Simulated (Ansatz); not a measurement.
Two isomers of CH4SSeSi: A = `C1S[SiH2][Se]1`, B = `S=C[SiH2][SeH]`.

Computed with Ansatz on PBE0-D4/def2-TZVP structures; ΔE is electronic, products minus reactants. CCSD(T)/CBS is the MP2 limit (def2-TZVPP, def2-QZVPP) plus CCSD(T) − MP2 in def2-TZVPP, frozen cores. Functionals use def2-TZVPP. B3LYP here is the variant with VWN-RPA as its local correlation; programs differ in this. For Se outer-core shells are correlated without core-valence functions, which leaves a few kJ/mol of doubt a bond. Scalar relativity is left out up to krypton. Each species was taken in one conformer, which may not be the lowest.

(1) Which isomer does CCSD(T)/CBS put lower? Give the gap. (Best estimate.)

(2) Give E(B) − E(A) in kJ/mol with CCSD/def2-TZVPP, B3LYP, PBE-D4, PBE0-D4, CCSD(T)/def2-TZVPP, B2PLYP, HF/def2-TZVPP. (Best estimate.)

Largest T1 diagnostic: 0.013.

Results:

(1) Ansatz gave: A, by 105.1 kJ/mol.

(2) Computed: CCSD/def2-TZVPP 101.0, B3LYP 88.7, PBE-D4 108.2, PBE0-D4 120.4, CCSD(T)/def2-TZVPP 100.1, B2PLYP 96.6, HF/def2-TZVPP 93.3. None reverses the order clearly.

From PBE to PBE0 (25 % exact exchange), in def2-TZVPP and without D4, E(B) − E(A) moves by +13.0 kJ/mol. In def2-TZVPP, CCSD(T) changes the Hartree–Fock value by +6.8 kJ/mol (the triples alone add −0.8 kJ/mol) and MP2 by +21.1 kJ/mol.
